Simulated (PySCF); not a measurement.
Radial density of Cs (caesium, neutral)

MN15, [Xe] 6s1, 2S determinant. Computed with PySCF 2.14 in Sapporo-DKH3-DZP-2012 (8s6p3d, 41 functions), with scalar relativity by spin-free X2C-1e.

```
r (bohr)  4πr²ρ (e/bohr)  4πr²(ρα − ρβ)
  0.0206           71.21         0.0006
  0.0347           62.16        -0.0007
  0.0584           81.46         0.0015
  0.0982           87.74         0.0018
   0.165           68.08         0.0015
   0.278           71.38         0.0027
   0.467           26.56         0.0083
   0.786           27.39        -0.0009
    1.32           7.963         0.0320
    2.22           3.904        -0.0034
    3.74          0.5214         0.1767
    6.29          0.1651         0.1623
    10.6         0.01899         0.0190
    17.8       9.125e-05         0.0001
```

Densities and radii are taken from the X2C orbitals without a picture-change correction, which distorts them close to the nucleus.

Spin-orbit coupling, which splits the p, d and f shells strongly at this Z, is absent.

Q: Where is the radial spin density 4πr²(ρα − ρβ) most negative, and why is it negative at all?

A: Around r = 2.22 bohr, down to -0.0034 e/bohr: exchange with the open shell polarises the paired shells in an unrestricted calculation.
